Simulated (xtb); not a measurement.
FH₃O₂SSi, SMILES O[Si](O)(F)S. All values are semi-empirical tight-binding results from xtb (GFN2-xTB unless named), good for trends rather than for accurate numbers. Coordinates come from a GFN2-xTB optimisation. One conformer was computed; it need not be the lowest.

Optimised geometry:

Bonded distances (Å): O1–Si2 1.608, O1–H6 0.953, Si2–O3 1.602, Si2–F4 1.613, Si2–S5 2.123, O3–H7 0.954, S5–H8 1.323. Bond angles (°): Si2–O1–H6 121.8, O1–Si2–O3 110.8, O1–Si2–F4 107.5, O1–Si2–S5 112.6, O3–Si2–F4 108.3, O3–Si2–S5 108.8, F4–Si2–S5 108.8, Si2–O3–H7 121.4, Si2–S5–H8 95.7.
Charge 0, spin multiplicity 1.

orbital gap: 5.52 eV
zero-point energy: 24.5 kcal/mol
G − E(el) at 298.15 K (modified RRHO): 4.4 kcal/mol
static polarisability (D4 model): 67.9 bohr³
solvation energy, GFN2-xTB/ALPB(water): -9.3 kcal/mol
solvation energy, GFN2-xTB/ALPB(dmf): -12.2 kcal/mol

Problem. Give the atomic charges and the Wiberg bond orders between heavy atoms. (Estimate from the structure and the level; the computed values follow.)

Solution. charges (e) O1 -0.45, Si2 0.68, O3 -0.44, F4 -0.27, S5 -0.33, H6 0.33, H7 0.33, H8 0.17. Bond orders O1–Si2 1.19, Si2–O3 1.20, Si2–F4 1.02, Si2–S5 0.96.
